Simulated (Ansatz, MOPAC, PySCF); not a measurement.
Dissociation curve of OLi (cation, charge +1), lowest triplet found (which spin is the ground state isn't settled by this scan).

- UKS-B3LYP/6-31G* = unrestricted B3LYP/6-31G*, spherical d run with PySCF 2.14.0
- UHF/6-31G* = unrestricted Hartree-Fock/6-31G*, spherical d (PySCF)
- PM7, unrestricted, heats of formation (MOPAC)
- FCI = full CI/aug-cc-pVDZ, frozen core in Ansatz (a first-principles code)

Energies relative to the lowest point of each curve between 1.68 and 2.44 Å, where full CI is lowest, in mEh:

```
R / Å  UKS-B3LYP/6-31G*  UHF/6-31G*   PM7
-----  ----------------  ----------  ----
1.51               48.5        51.0  25.8
1.62               25.5        26.8  15.2
1.77                9.1         9.6   6.2
1.89                3.1         3.3   2.3
2.02                0.4         0.5   0.3
2.19                0.1         0.0   0.0
2.44                2.3         2.1   1.7
2.61                4.5         4.0   3.3
3.45               14.6        12.0   9.0
3.79               17.2        14.0  10.0
4.28               19.6        15.7  10.8
6.64               22.9        18.1  11.7
```

**Question.** Estimate the FCI values at these points.

**Answer.** 1.51: 49.2; 1.62: 26.4; 1.77: 9.7; 1.89: 3.4; 2.02: 0.5; 2.19: 0.0; 2.44: 2.3; 2.61: 4.3; 3.45: 12.2; 3.79: 13.9; 4.28: 15.4; 6.64: 17.5 (mEh).
